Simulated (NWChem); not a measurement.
System: CH6F2Si2; SMILES C[Si](F)(F)[SiH3]

The following NWChem deck was run.

```
start job
memory heap 200 mb stack 900 mb global 1100 mb
geometry units angstroms
  C     -1.726217     0.964647    -0.802391
  Si    -0.313770     0.061959     0.075997
  F     -0.208091     0.700159     1.553291
  F     -0.880048    -1.391970     0.483911
  Si     1.764396    -0.114574    -0.884550
  H     -1.960779     0.504861    -1.758203
  H     -2.629874     0.944702    -0.196735
  H     -1.478871     2.005276    -0.991275
  H      2.719251    -0.844589    -0.046518
  H      2.330431     1.214466    -1.139107
  H      1.680397    -0.809408    -2.173598
end
basis spherical
  * library def2-svp
end
dft
  xc pbe0
  iterations 150
end
driver
  maxiter 120
end
task dft optimize
task dft freq
```

Excerpt of the output:

```
             Northwest Computational Chemistry Package (NWChem) 7.3.0
             --------------------------------------------------------

 C1  symmetry detected

                             Geometry "geometry" -> ""
                             -------------------------

 Output coordinates in angstroms (scale by  1.889725989 to convert to a.u.)

  No.       Tag          Charge          X              Y              Z
 ---- ---------------- ---------- -------------- -------------- --------------
    1 C                    6.0000    -1.58212171    -1.38969633     0.00061073
    2 Si                  14.0000     0.00598453    -0.36045594    -0.00002600
    3 F                    9.0000     0.90738672    -0.90448509     1.22160047
    4 F                    9.0000     0.90660149    -0.90468278    -1.22218817
    5 Si                  14.0000    -0.06411892     1.93468542    -0.00022244
    6 H                    1.0000    -2.19083375    -1.18536641    -0.87558446
    7 H                    1.0000    -1.35051422    -2.45279119     0.00010273
    8 H                    1.0000    -2.19027128    -1.18522464     0.87703036
    9 H                    1.0000     1.26780045     2.54537665     0.00360114
   10 H                    1.0000    -0.77735231     2.42983634     1.18200677
   11 H                    1.0000    -0.77811106     2.42964534    -1.18205355

 Effective nuclear repulsion energy (a.u.)     308.6845907162

                                Z-matrix (autoz)
                                --------

 Units are Angstrom for bonds and degrees for angles

[...]

      ----------------------
      Optimization converged
      ----------------------

  Step       Energy      Delta E   Gmax     Grms     Xrms     Xmax
  ---- ---------------- -------- -------- -------- -------- --------
@    7    -819.65902324 -1.3D-08  0.00005  0.00001  0.00015  0.00039
                                     ok       ok       ok       ok

                                Z-matrix (autoz)
                                --------

 Units are Angstrom for bonds and degrees for angles

[...]

 Rotational Constants
 --------------------
 A=   0.117932 cm-1  (  0.169674 K)
 B=   0.066555 cm-1  (  0.095756 K)
 C=   0.064982 cm-1  (  0.093492 K)

 Temperature                      =   298.15K
 frequency scaling parameter      =   1.0000

 Zero-Point correction to Energy  =   42.556 kcal/mol  (  0.067818 au)
 Thermal correction to Energy     =   47.759 kcal/mol  (  0.076108 au)
 Thermal correction to Enthalpy   =   48.351 kcal/mol  (  0.077052 au)

 Total Entropy                    =   88.479 cal/mol-K
   - Translational                =   40.038 cal/mol-K (mol. weight = 111.9976)
   - Rotational                   =   27.537 cal/mol-K (symmetry #  =        1)
   - Vibrational                  =   20.904 cal/mol-K

 Cv (constant volume heat capacity) =   27.719 cal/mol-K
   - Translational                  =    2.979 cal/mol-K
   - Rotational                     =    2.979 cal/mol-K
   - Vibrational                    =   21.760 cal/mol-K

[normal modes left out]

 ----------------------------------------------------------------------------
 Normal Eigenvalue ||           Projected Infra Red Intensities
  Mode   [cm**-1]  || [atomic units] [(debye/angs)**2] [(KM/mol)] [arbitrary]
 ------ ---------- || -------------- ----------------- ---------- -----------
    1       -0.000 ||    0.000571           0.013         0.557       0.174
    2       -0.000 ||    0.000096           0.002         0.094       0.029
    3       -0.000 ||    0.000991           0.023         0.966       0.301
    4       -0.000 ||    0.000037           0.001         0.037       0.011
    5        0.000 ||    0.000001           0.000         0.001       0.000
    6        0.000 ||    0.000481           0.011         0.469       0.146
    7       90.793 ||    0.000079           0.002         0.077       0.024
    8      130.185 ||    0.001904           0.044         1.856       0.579
    9      130.313 ||    0.000731           0.017         0.713       0.222
   10      145.209 ||    0.001033           0.024         1.007       0.314
   11      218.386 ||    0.001413           0.033         1.378       0.429
   12      256.976 ||    0.031271           0.721        30.485       9.503
   13      296.777 ||    0.022964           0.530        22.386       6.978
   14      443.460 ||    0.019541           0.451        19.049       5.938
   15      509.994 ||    0.014677           0.339        14.308       4.460
   16      512.650 ||    0.016534           0.381        16.118       5.024
   17      710.616 ||    0.047775           1.102        46.574      14.518
   18      765.441 ||    0.000822           0.019         0.801       0.250
   19      785.777 ||    0.233072           5.377       227.210      70.826
   20      859.097 ||    0.158738           3.662       154.746      48.237
   21      900.127 ||    0.033769           0.779        32.920      10.262
   22      920.775 ||    0.000421           0.010         0.411       0.128
   23      932.017 ||    0.069349           1.600        67.605      21.074
   24      951.069 ||    0.170209           3.927       165.928      51.723
   25     1270.156 ||    0.044478           1.026        43.360      13.516
   26     1418.160 ||    0.010311           0.238        10.052       3.133
   27     1421.317 ||    0.003350           0.077         3.266       1.018
   28     2227.226 ||    0.042233           0.974        41.171      12.834
   29     2236.049 ||    0.083087           1.917        80.997      25.248
   30     2246.613 ||    0.075570           1.743        73.669      22.964
   31     3060.946 ||    0.000071           0.002         0.069       0.022
   32     3169.904 ||    0.000080           0.002         0.078       0.024
   33     3172.769 ||    0.000294           0.007         0.287       0.089
 ----------------------------------------------------------------------------
```

Level: PBE0/def2-SVP.
